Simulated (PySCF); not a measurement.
Compound: C3H9Ga.
Cartesian coordinates in Å at the PBE0-D3(BJ)/def2-SVP level; atoms count from 1:
```xyz
13
C3H9Ga angstrom
C     -1.3502    0.2800   -1.0144
C     -0.8492   -0.3350    0.2834
C      0.6052   -0.7909    0.2022
Ga     1.9238    0.6503   -0.1025
H     -0.7603    1.1736   -1.2860
H     -2.4022    0.5959   -0.9428
H     -1.2724   -0.4337   -1.8509
H     -0.9634    0.4001    1.0992
H     -1.5002   -1.1858    0.5540
H      0.7342   -1.5673   -0.5728
H      0.9164   -1.2755    1.1479
H      3.3525    0.3361   -0.6907
H      1.5721    2.1353    0.3017
```

All values: wB97X-D/def2-SVPD (PySCF, non-relativistic), on one gas-phase PBE0-D3(BJ)/def2-SVP geometry that isn't relaxed in the solvent. The solvent is an IEF-PCM continuum (van der Waals radii × 1.2), and excitations are vertical TDDFT with non-equilibrium linear response and a frozen core. The model holds no explicit solvent molecules, cavitation or dispersion. Spin–orbit coupling is left out although an atom past zinc is present.

Gas-phase singlets (H = HOMO, L = LUMO):

```csv
state,E (eV),λ (nm),f,leading configurations
S1,4.840,256,0.002,H→L 98%
S2,5.364,231,0.000,H-1→L 99%
S3,7.292,170,0.019,"H→L+1 69%, H→L+2 26%"
S4,7.559,164,0.001,H-2→L 89%
S5,7.732,160,0.012,H-3→L 84%
```

Problem. What are the lowest 5 singlets in dichloromethane (ε = 8.93)?

Solution. 
| state | E (eV) | λ (nm) | f | leading configurations | change by rank (eV) |
| --- | --- | --- | --- | --- | --- |
| S1 | 4.981 | 249 | 0.002 | H→L 97% | +0.141 |
| S2 | 5.599 | 221 | 0.000 | H-1→L 98% | +0.235 |
| S3 | 7.343 | 169 | 0.022 | H→L+1 61%, H→L+2 34% | +0.051 |
| S4 | 7.623 | 163 | 0.108 | H-2→L 53%, H→L+2 19%, H→L+1 10% | +0.064 |
| S5 | 7.729 | 160 | 0.256 | H-2→L 41%, H→L+2 25%, H→L+3 13% | -0.003 |

Problem. What are the lowest 5 singlets in acetone (ε = 20.49)?

Solution. 
| state | E (eV) | λ (nm) | f | leading configurations | change by rank (eV) |
| --- | --- | --- | --- | --- | --- |
| S1 | 5.006 | 248 | 0.002 | H→L 97% | +0.166 |
| S2 | 5.644 | 220 | 0.000 | H-1→L 98% | +0.280 |
| S3 | 7.353 | 169 | 0.017 | H→L+1 62%, H→L+2 33% | +0.061 |
| S4 | 7.630 | 162 | 0.132 | H-2→L 46%, H→L+2 23%, H→L+1 12% | +0.071 |
| S5 | 7.739 | 160 | 0.228 | H-2→L 48%, H→L+2 22%, H→L+3 12% | +0.007 |

Problem. The ground-state energy changes by -0.104 eV from gas to acetone. By how much does the total energy of gas-phase S1 change?

Solution. E(S1) = E(S0) + excitation energy, so it changes by -0.104 + 0.166 = +0.062 eV: it isn't lowered at all, while the ground state is. This is the vertical state, with the slow part of the continuum still set for S0.

Problem. How do the frontier levels move from gas to acetone?

Solution. 
| orbital | gas (eV) | solvent (eV) | change (eV) | Löwdin shares, gas | Löwdin shares, solvent |
| --- | --- | --- | --- | --- | --- |
| LUMO+2 | 2.44 | 2.56 | +0.12 | Ga4 33 %, C3 17 %, H13 10 %, H12 8 % | Ga4 31 %, C3 17 %, H13 9 %, C2 8 % |
| LUMO+1 | 1.71 | 1.85 | +0.14 | Ga4 76 %, H12 5 % | Ga4 76 %, H12 7 %, H13 5 % |
| LUMO | 0.29 | 0.62 | +0.33 | Ga4 62 %, H12 10 %, H13 10 %, C3 9 % | Ga4 61 %, H12 10 %, H13 10 %, C3 9 % |
| HOMO | -9.35 | -9.19 | +0.16 | C3 35 %, Ga4 24 %, C2 11 %, H13 7 % | C3 35 %, Ga4 23 %, C2 11 %, H13 7 % |
| HOMO-1 | -10.10 | -10.10 | 0.00 | Ga4 40 %, H12 27 %, H13 25 %, C3 4 % | Ga4 39 %, H12 27 %, H13 25 %, C3 4 % |
| HOMO-2 | -11.35 | -11.14 | +0.21 | C2 28 %, H8 16 %, C1 16 %, C3 14 % | C2 27 %, C1 16 %, H8 16 %, C3 14 % |
| HOMO-3 | -11.58 | -11.36 | +0.22 | C3 25 %, C1 25 %, C2 19 %, H6 13 % | C3 25 %, C1 25 %, C2 18 %, H6 13 % |

The HOMO–LUMO gap goes from 9.64 to 9.81 eV.

The pairwise dispersion term of wB97X-D wasn't added to the energies; at a given geometry it leaves orbitals and properties as they are.
